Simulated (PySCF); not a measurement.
B(GeH3)(OH)2 (BGeH₅O₂), SMILES O[B](O)[GeH3].

Coordinates come from a ωB97X-D3(BJ)/def2-SVP optimisation. The structure was generated by enumeration, and PubChem lists no compound with its InChIKey, so it may never have been made. The values are those of a single conformer.

These are CAM-B3LYP/def2-TZVP (PySCF) values and carry that method's errors.

The molecule is in vacuum.

```
Item                                                                                                            Result
---------------------------------------------------------------------------------------------  -----------------------
total energy                                                                                       -2255.53520 hartree
highest occupied level                                                                                        -9.43 eV
lowest empty level                                                                                             0.89 eV
orbital gap                                                                                                   10.31 eV
dipole moment                                                                                                   1.54 D
quadrupole, principal values (traceless, Buckingham form, about the centre of nuclear charge)  -13.06, 1.20, 11.86 D·Å
mean static polarisability                                                                        53.3 bohr³ (7.89 Å³)
polarisability, principal values                                                                45.1, 55.3, 59.4 bohr³
```
